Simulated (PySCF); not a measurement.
Species: C3BN3.
SMILES: `C(#N)B(C#N)C#N`

The closed-shell ground state was solved at several levels (PySCF, density fitting, gas phase, non-relativistic). Geometry: GFN2-xTB; no solvent, vibrations or thermal averaging. The dipole stays under 0.02 D at every level.

| level | basis functions | total energy (Eh) | HOMO (eV) | LUMO (eV) | gap (eV) |
| --- | --- | --- | --- | --- | --- |
| CAM-B3LYP/def2-SVPD | 140 | -303.0068 | -12.60 | -4.23 | 8.37 |
| PBE0/def2-SVPD | 140 | -302.7885 | -11.15 | -5.31 | 5.84 |
| PBE0/pcSseg-1 | 119 | -302.9788 | -11.11 | -5.26 | 5.85 |

Task: Estimate the row for B3LYP/pcJ-1, a basis of 189 functions; the other rows only guide the guess.

Result: Total energy -303.3902 Eh, HOMO -10.81 eV, LUMO -5.40 eV, gap 5.41 eV.

Task: Over all these levels, which gives the widest orbital gap and which the narrowest?

Result: CAM-B3LYP/def2-SVPD (range-separated hybrid) has the widest, 8.37 eV, and B3LYP/pcJ-1 (global hybrid, 20 % exact exchange) the narrowest, 5.41 eV. Functional and basis both differ between the two, so the spread mixes both effects.
